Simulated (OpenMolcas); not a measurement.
# Exact exchange and the dipole moment of CH3ClF2Si

CH3ClF2Si: 8 atoms, total charge 0, spin state singlet. SMILES: `C[Si](F)(F)Cl`. The coordinates come from a PBE0-D4/def2-TZVP relaxation.

The dipole moment y, in D, basis def2-SVP; a is the functional's share of exact exchange. Programs: OpenMolcas 26.06.

| functional | program | a | y (D) |
| --- | --- | --- | --- |
| revPBE | OpenMolcas | 0 | 2.15 |
| TPSS | OpenMolcas | 0 | 2.16 |
| B3LYP | OpenMolcas | 0.2 | ? |
| PBE0 | OpenMolcas | 0.25 | 2.30 |
| BHLYP | OpenMolcas | 0.5 | 2.36 |

Task: Fit y = c + s·a to the known rows and predict B3LYP.

Result: 
1. Means of the 4 rows: a = 0.1875, y = 2.242.
2. Σ(Δa)² = 0.17188, Σ(Δa·Δy) = 0.073125, so the slope is 0.073125/0.17188 = 0.42544.
3. Intercept: 2.242 − (0.42544) × 0.1875 = 2.162. The largest residual of the fit is 0.031.
4. B3LYP: 2.162 + (0.42544) × 0.2 = 2.25 D.

The run gave 2.23 D, so the prediction is off by +0.02 D, within the largest residual. More exact exchange makes the molecule more polar here.
